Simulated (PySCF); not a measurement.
Br3Ga (SMILES [Br][Ga]([Br])[Br]), singlet, at a GFN2-xTB geometry (such geometries of metal compounds can be far from the true shape).

PySCF was given this input:
```python
from pyscf import gto, scf, dft

mol = gto.Mole()
mol.atom = '''
    Ga    0.00000000   -0.00000000    0.00000000
    Br    2.17032508   -0.33225835   -0.66424648
    Br   -0.77422939   -0.98270758    1.92270243
    Br   -1.39609569    1.31496593   -1.25845594
'''
mol.basis = 'pcseg-1'
mol.verbose = 4
mol.build()

mf = dft.RKS(mol)
mf.xc = 'r2scan'
mf = mf.density_fit(auxbasis='def2-universal-jkfit')
mf.kernel()
mf.analyze()
```

**Question.** What does this run give for the total energy, HOMO energy, number of basis functions?

**Answer.** 
```
Property                           Value
-------------------------  -------------
total energy               -9646.3266 Eh
HOMO energy                     -7.82 eV
number of basis functions            108
```
